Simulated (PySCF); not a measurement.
**Computed properties of SeF2, SMILES [Se](F)F**

SeF2, SMILES F[Se]F. Coordinates come from a ωB97X-D3(BJ)/def2-TZVP optimisation. Other conformers were not sampled. All values are computed for the isolated molecule unless a solvent is named; none is compared with measurement here.

**Structure.** The optimised structure has C2v symmetry. All 3 harmonic modes at ωB97X-D3(BJ)/def2-TZVP (PySCF) are real, so it is a minimum. With heavy atoms numbered as in [Se:1]([F:2])[F:3], the shortest bond between them is Se1–F3 at 1.732 Å and the longest Se1–F2 at 1.732 Å.

**Vibrations.** The strongest infrared lines (harmonic, unscaled, degenerate partners summed) lie at 697 cm⁻¹ (108 km/mol, F 79 %, Se 21 %), 730 cm⁻¹ (60 km/mol, F 81 %, Se 19 %), 272 cm⁻¹ (5 km/mol, F 86 %, Se 14 %). The softest mode is at 272 cm⁻¹ and the zero-point energy is 2.4 kcal/mol.

**Electronic structure.** M06-2X/def2-TZVPD (PySCF) places the frontier levels at -8.57 and -1.45 eV, a gap of 7.12 eV, and gives a dipole moment of 1.99 D and a mean polarisability of 28.6 bohr³.

**Excitations.** TDA-M06-2X/def2-SVPD (PySCF) has S1 at 2.92 eV (425 nm, f = 0.000, dark); the most intense of the 10 singlets computed lies at 6.70 eV (f = 0.12). T1 (TDA) is at 2.15 eV, 0.77 eV under S1.

**NMR.** GIAO shifts at PBE0/pcSseg-2 (PySCF) (non-relativistic, atoms alike by connectivity averaged): ¹⁹F at -225.0 ppm against CFCl3.
